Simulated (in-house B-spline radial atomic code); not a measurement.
The numbers below are computed, except where a source is named.
**Two electrons in Si: a parabolic dot with ħω = 107 meV in all three directions with a doubly ionised double donor at its centre**

For Si the NSM archive of the Ioffe Institute lists m_l = 0.98 m0, m_t = 0.19 m0 and ε = 11.7; the model takes one isotropic valley with the conductivity mass 3/(1/m_l + 2/m_t) = 0.26 m0, and so misses anisotropy and the other valleys. All triplets below are those of one valley; with several valleys two electrons can form a triplet in the 1s orbital itself, at an energy set by the valley splitting. Real donors also feel a central-cell potential, which shifts the ground state; some double donors stay shallow and helium-like, others are deep centres that this model can't describe.

Effective-mass model with parabolic bands, a uniform dielectric constant, no image charges, no central-cell or spin-orbit terms. Two-electron levels come from full CI in B-splines with partial waves to l = 5 (up to 0.001 effective hartree above the limit).

(1) What are the effective units, and what is the potential in them?

In these units the lowest s and p orbitals lie at -0.9736 and 2.8502, and their Coulomb and exchange integrals are J_ss = 1.6800, J_sp = 1.1500 and K_sp = 0.1787. Full CI gives -0.3690 for the ground singlet, 2.8250 for the sp triplet, 3.1297 for the sp singlet and 4.2178 for the lowest triplet of two s orbitals.

(2) What does it cost to add the second electron, to first order and exactly?

(3) How far above the singlet do the triplets lie?

Answers

(1) Ha* = 27211.386 meV × 0.26/11.7² = 51.68 meV and a* = 0.0529177 nm × 11.7/0.26 = 2.381 nm. The frequency is ω = 2.07 Ha*, with −2/r added.

(2) To first order E = 2ε_s + J_ss = -0.2672, so the charging energy E(2) − 2E(1) is J_ss = 86.83 meV. CI gives -0.3690 − 2 × (-0.9736) = 1.5782, or 81.56 meV: relaxation and correlation lower it by 5.261 meV, 6.1 % of J_ss. The s² configuration of one-electron orbitals holds 98.6 % of the state, and the mean radius is 1.39 nm.

(3) To first order the sp triplet lies at ε_s + ε_p + J_sp − K_sp = 2.8480, which is 161 meV above 2ε_s + J_ss. CI gives 2.8250 − (-0.3690) = 3.1940, or 165.1 meV, 84 % of the orbital spacing of 197.6 meV. The ss triplet lies 237.1 meV up, so the lower of the two is the sp one, and its gap equals k_BT at 1920 K. The sp singlet-triplet splitting is 15.75 meV, against 2K_sp = 18.47 meV.
